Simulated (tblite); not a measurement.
Species: C₇H₁₆FNSi.
Geometry (GFN2-xTB, Å), atoms numbered from 1 in this order:
```
atom  x, y, z in Å
C1     3.722   -0.327   -0.224
C2     2.284   -0.331    0.281
C3     1.428    0.713   -0.427
Si4   -0.370    0.716    0.178
N5    -1.240    1.781   -0.857
C6    -2.676    1.938   -0.816
C7    -1.156   -0.986   -0.041
C8    -2.314   -1.439    0.815
C9    -0.963   -2.030    1.007
F10   -0.763   -3.323    0.606
H11    4.316   -1.072    0.300
H12    4.179    0.648   -0.068
H13    3.753   -0.551   -1.288
H14    2.280   -0.136    1.355
H15    1.851   -1.321    0.125
H16    1.875    1.696   -0.274
H17    1.458    0.524   -1.501
H18   -0.421    1.035    1.623
H19   -0.783    2.634   -1.142
H20   -3.041    2.285   -1.784
H21   -3.125    0.973   -0.599
H22   -2.999    2.649   -0.049
H23   -1.172   -1.377   -1.052
H24   -2.689   -0.778    1.582
H25   -3.069   -2.064    0.362
H26   -0.387   -1.835    1.902
```

Calculated harmonic vibrations of the isolated species, GFN2-xTB (tblite), most abundant isotopes, no scaling. Against measured fundamentals such values can be off by several per cent, at times by over 20. Modes of hydrogen on silicon can be 10 to 20 % off. One conformer, not necessarily the lowest.

Harmonic wavenumbers (cm⁻¹): 40.4, 42.0, 61.9, 71.5, 92.2, 118.4, 145.8, 171.3, 193.2, 232.2, 243.8, 263.5, 304.4, 342.6, 389.5, 422.0, 517.9, 654.7, 671.1, 703.9, 740.3, 791.2, 820.8, 835.9, 843.7, 901.6, 957.0, 974.7, 1006.6, 1013.0, 1037.0, 1063.3, 1074.7, 1078.2, 1080.9, 1108.2, 1121.5, 1139.4, 1157.4, 1224.7, 1230.1, 1250.9, 1254.5, 1287.5, 1355.4, 1361.2, 1381.8, 1414.8, 1418.4, 1459.1, 1486.6, 1490.7, 1500.6, 1501.6, 1504.2, 1508.0, 2105.9, 2918.2, 2965.8, 2977.7, 2982.3, 2988.1, 2991.4, 3024.9, 3030.0, 3035.0, 3042.3, 3047.2, 3047.9, 3084.6, 3098.9, 3442.6.

A = 1003, B = 838.5, C = 483.6 MHz; mass 161.104 u (most abundant isotopes); point group C1, symmetry number 1.

**Question.** Zero-point energy?

**Answer.** ½Σν̃ = 47920 cm⁻¹ = 573.25 kJ/mol.

**Question.** What is S at 200 K and 1 bar for an ideal gas of classical rigid rotors and harmonic oscillators?

**Answer.** Translation 163.94, rotation 124.92, vibration 136.34: S = 425.2 J/(mol K).

**Question.** And Cp and H(200 K) − H(0)?

**Answer.** Cp = 158.95 J/(mol K), of which vibrations give 125.69 (their classical limit is 72 R = 598.6); H(200 K) − H(0) = 20.69 kJ/mol without the zero-point energy, 14.04 from vibrations.

**Question.** What must be added to the electronic energy to get the Gibbs energy at 200 K and 1 bar?

**Answer.** ZPE + [H(200 K) − H(0)] − T·S = 573.25 + 20.69 − 85.04 = 508.90 kJ/mol.

**Question.** How do the functions run with temperature in this model?

**Answer.** 
| T (K) | S (J/(mol K)) | Cp (J/(mol K)) | H − H(0) (kJ/mol) | G − H(0) (kJ/mol) | ln q(vib) |
| --- | --- | --- | --- | --- | --- |
| 150 | 383.1 | 135.1 | 13.35 | -44.12 | 5.78 |
| 250 | 463.4 | 184.7 | 29.28 | -86.57 | 10.01 |
| 298.15 | 498.2 | 211.3 | 38.81 | -109.73 | 11.92 |
| 400 | 568.3 | 267.8 | 63.23 | -164.07 | 15.82 |
| 600 | 694.9 | 357.9 | 126.33 | -290.63 | 23.12 |
| 900 | 858.2 | 445.8 | 247.98 | -524.35 | 33.31 |

q(vib) and H(0) count from the zero-point level.

**Question.** Blend soft modes into free rotors: weight 1/[1 + (100 cm⁻¹/ν̃)⁴] for the oscillator and the rest for a rotor with moment μB/(μ + B), μ = h/(8π²ν), B = 10⁻⁴⁴ kg m². What vibrational entropy results?

**Answer.** 123.02 J/(mol K) in place of 136.34, which changes −T·S at 200 K by +2.66 kJ/mol.

**Question.** Which modes carry the vibrational entropy at 200 K?

**Answer.** 40.4 cm⁻¹: 18.62; 42.0 cm⁻¹: 18.30; 61.9 cm⁻¹: 15.11; 71.5 cm⁻¹: 13.93; 92.2 cm⁻¹: 11.88; 118.4 cm⁻¹: 9.90 J/(mol K); the other 66 give 48.61 together.

Hindered rotation and anharmonicity are outside this model. Other conformers, if any are populated, would add a mixing term that is left out. The structure is chiral; the term R ln 2 for an equal mix with its mirror image is left out.

The run took 2.5 s wall on one thread of an Arm Neoverse N1, no GPU, shared host with 64 logical CPUs at a one-minute load of 58. The figure is for the frequency step alone.
